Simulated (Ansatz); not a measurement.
Computed with Ansatz on PBE0-D4/def2-TZVP structures; ΔE is electronic, products minus reactants. CBS: MP2 limit from def2 TZ/QZ plus the TZ coupled-cluster correction, frozen cores. This one scheme is used for every species. Functionals use def2-TZVPP. B3LYP here is the variant with VWN-RPA as its local correlation; programs differ in this. Each species was taken in one conformer, which may not be the lowest.

Consider the ligand exchange at a B–C bond: `CBOCC` + H₂S → `CCOBS` + CH₄.

```csv
level,ΔE (kJ/mol)
B3LYP-D4,-72.8
CCSD/def2-TZVPP,-68.5
SCS-MP2/def2-QZVPP,-72.7
MP2/CBS(def2),-75.4
```

(1) What does CCSD(T)/CBS give? (Estimate.)

Largest T1 diagnostic among the species: 0.013.

## Answers

(1) Ansatz gave: -70.8 kJ/mol. The listed levels differ from it by -2.0, 2.3, -1.9, -4.6 kJ/mol.
